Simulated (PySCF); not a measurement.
**Which determinant of GaS⁺ lies lowest?**

Unrestricted PBE0; basis Ga cc-pVDZ-PP with ECP10, S cc-pV(D+d)Z; scalar-relativistic core potentials; PySCF 2.14. Outer shells of the fragments: Ga+ 3d10 4s2; S 3s2 3p4.

Followed along the bond (rough minima from three points):

```tsv
2Ms+1	unpaired	⟨S²⟩ at the start	R at minimum (Å)	Te (eV)
3	π ↑↑	2.01	2.94	0.00
3	σ ↑, π ↑	2.01	2.35	0.21
1	π ↑↓	1.01	2.94	0.44
1	σ ↓, π ↑	1.01	2.30	0.44
1	none	0.00	none in the scan	≤ 1.17
```

Solutions found at the starting distance of 2.290 Å, counted from the lowest of them; the search is not exhaustive and high or unbound solutions are not listed, so other states can lie among these:

| 2Ms+1 | unpaired | term | E (eV) | ⟨S²⟩ | ⟨Lz²⟩ | μ (D) |
| --- | --- | --- | --- | --- | --- | --- |
| 3 | σ ↑, π ↑ | ³Π | 0.00 | 2.01 | 1.01 | -1.52 |
| 1 | σ ↓, π ↑ | mixed | 0.22 | 1.01 | 1.01 | -1.64 |
| 3 | π ↑↑ | ³Σ⁻ | 0.62 | 2.01 | 0.00 | 1.71 |
| 1 | π ↑↓ | mixed | 1.05 | 1.01 | 2.02 | 1.71 |
| 1 | none | ¹Σ⁺ | 1.21 | 0.00 | 0.00 | -3.66 |
| 1 | none | mixed | 2.46 | 0.00 | 2.00 | 1.79 |
| 3 | σ ↑↑ | ³Σ⁺ | 4.05 | 2.02 | 0.00 | -3.41 |
| 3 | σ ↑, π ↑↑↓ | mixed | 4.68 | 3.01 | 3.02 | 2.45 |

A term symbol is given only where ⟨S²⟩ and ⟨Lz²⟩ are close to those of a pure state; real π, δ and φ orbitals otherwise mix terms. A positive dipole points towards S; it is taken about the centre of mass and depends on that origin.

Q: Compare the gap between the two lowest followed solutions at the starting distance with the gap between their minima.

A: At PBE0 the second solution (triplet, unpaired electrons σ ↑, π ↑) lies -0.62 eV from the first (triplet, unpaired electrons π ↑↑) at 2.290 Å and +0.21 eV at the minima; the two curves relax by different amounts, since their minima lie near 2.35 and 2.94 Å.

Spin–orbit coupling is left out. Counting both spins, an empty level lies below a filled one in some of these solutions, because spin and occupation are held.
